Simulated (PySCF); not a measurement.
CH₆O₄Si, SMILES CO[Si](O)(O)O, CAM-B3LYP/def2-SVP optimised geometry.

```
12

C      1.15    -0.60     1.11
O      0.33    -0.87     0.00
Si    -1.31    -0.87     0.00
O     -2.03     0.61     0.00
O     -1.77    -1.62    -1.39
O     -1.77    -1.61     1.39
H      1.27     0.48     1.27
H      2.15    -1.03     0.91
H      0.75    -1.05     2.03
H     -2.15     1.03    -0.86
H     -1.18    -2.31    -1.71
H     -2.65    -1.40     1.73
```

Density from CAM-B3LYP/def2-TZVP in PySCF at that geometry.

Minimum of the electron density along straight lines between bonded atoms, close to the bond critical point (lines longer than 1.1 times the sum of covalent radii, or with two minima, are not listed):

```json
[
 {"bond": "C1–O2", "length / Å": "1.406", "ρ at the minimum / e bohr⁻³": "0.257", "∇²ρ there / e bohr⁻⁵": "-0.51", "position (fraction from the first atom)": "0.35"},
 {"bond": "O2–Si3", "length / Å": "1.640", "ρ at the minimum / e bohr⁻³": "0.142", "∇²ρ there / e bohr⁻⁵": "0.81", "position (fraction from the first atom)": "0.59"},
 {"bond": "Si3–O4", "length / Å": "1.645", "ρ at the minimum / e bohr⁻³": "0.142", "∇²ρ there / e bohr⁻⁵": "0.80", "position (fraction from the first atom)": "0.41"},
 {"bond": "Si3–O5", "length / Å": "1.644", "ρ at the minimum / e bohr⁻³": "0.143", "∇²ρ there / e bohr⁻⁵": "0.80", "position (fraction from the first atom)": "0.41"},
 {"bond": "Si3–O6", "length / Å": "1.644", "ρ at the minimum / e bohr⁻³": "0.142", "∇²ρ there / e bohr⁻⁵": "0.80", "position (fraction from the first atom)": "0.41"},
 {"bond": "C1–H7", "length / Å": "1.104", "ρ at the minimum / e bohr⁻³": "0.279", "∇²ρ there / e bohr⁻⁵": "-0.97", "position (fraction from the first atom)": "0.65"},
 {"bond": "C1–H8", "length / Å": "1.100", "ρ at the minimum / e bohr⁻³": "0.281", "∇²ρ there / e bohr⁻⁵": "-0.99", "position (fraction from the first atom)": "0.65"},
 {"bond": "C1–H9", "length / Å": "1.102", "ρ at the minimum / e bohr⁻³": "0.280", "∇²ρ there / e bohr⁻⁵": "-0.98", "position (fraction from the first atom)": "0.65"},
 {"bond": "O4–H10", "length / Å": "0.963", "ρ at the minimum / e bohr⁻³": "0.352", "∇²ρ there / e bohr⁻⁵": "-2.39", "position (fraction from the first atom)": "0.81"},
 {"bond": "O5–H11", "length / Å": "0.963", "ρ at the minimum / e bohr⁻³": "0.351", "∇²ρ there / e bohr⁻⁵": "-2.39", "position (fraction from the first atom)": "0.81"},
 {"bond": "O6–H12", "length / Å": "0.963", "ρ at the minimum / e bohr⁻³": "0.352", "∇²ρ there / e bohr⁻⁵": "-2.39", "position (fraction from the first atom)": "0.81"}
]
```
